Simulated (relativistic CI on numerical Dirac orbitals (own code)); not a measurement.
## Spin-allowed bands of a d2 ion in a tetrahedral site, by hand

Problem. Take Δ = 5600 cm⁻¹ and B = 870 cm⁻¹ for a d2 ion in a tetrahedral site. Calculate the three spin-allowed bands.

Working.
1. The terms of highest spin are 3F (energy 0) and 3P (15B = 13050 cm⁻¹). Here the F term splits into A2 at −1.2Δ = -6720, T2 at −0.2Δ = -1120 and T1 at +0.6Δ = 3360 cm⁻¹.
2. The two T1 states mix through the element 0.4Δ: H = [[3360, 2240], [2240, 13050]], with roots ½(H₁₁ + H₂₂) ∓ ½√[(H₂₂ − H₁₁)² + 4H₁₂²] = ½(16410) ∓ ½(10676) = 2867 and 13543 cm⁻¹.
3. The ground term is 3A2 at -6720 cm⁻¹.
4. Bands: 3T2 5600 cm⁻¹ (1786 nm), 3T1(F) 9587 cm⁻¹ (1043 nm), 3T1(P) 20263 cm⁻¹ (494 nm).

Check. Exact diagonalisation of the whole d2 shell with these parameters gives 3T2 5600, 3T1 9587, 3T1 20263 cm⁻¹. The match is exact, since without spin-orbit coupling no other term has this spin. The ratio of the second band to the first, 1.712, depends on Δ/B = 6.4 alone, which is how a Tanabe-Sugano diagram is read.
